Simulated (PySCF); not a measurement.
C3H8O2Si.

```xyz
14

Si    -1.1822     0.5609     0.6676
C     -2.1810    -0.8779     0.0354
O      0.5003     0.1893     0.7111
C      1.1316    -0.0333    -0.4469
C      2.5935    -0.3081    -0.2660
O      0.5551    -0.0069    -1.5064
H     -1.4728     0.8367     2.1019
H     -1.3798     1.8027    -0.1299
H     -3.2574    -0.6601     0.1203
H     -1.9688    -1.7858     0.6205
H     -1.9392    -1.0698    -1.0195
H      2.7270    -1.1747     0.3978
H      3.0703     0.5511     0.2281
H      3.0635    -0.4961    -1.2374
```

Geometry optimised at PBE0-D3(BJ)/def2-SVP. One conformer was computed; it need not be the lowest.

Computed with PBE/pcSseg-1 run with PySCF. Non-relativistic, no solvent.

Problem. Give the absolute GIAO shielding of each atom: isotropic value and principal components (ppm). (Estimate from the structure and the level; the computed values follow.)

Solution. 
```csv
atom,σ(iso),σ11,σ22,σ33,span
Si1,343.3,283.4,346.7,399.9,116.5
C2,183.4,171.6,185.8,193.0,21.4
O3,108.6,-30.3,174.4,181.7,212.0
C4,6.3,-87.7,39.5,67.1,154.8
C5,157.8,135.3,149.2,189.0,53.7
O6,-135.7,-383.9,-244.9,221.6,605.5
H7,26.5,23.0,25.3,31.2,8.2
H8,25.9,22.7,24.7,30.4,7.7
H9,31.3,27.5,27.8,38.6,11.1
H10,30.9,27.0,28.7,37.0,10.0
H11,30.0,25.0,29.1,35.7,10.7
H12,29.0,25.6,28.3,33.2,7.6
H13,29.0,25.6,28.1,33.3,7.7
H14,29.5,25.6,28.1,34.9,9.3
```
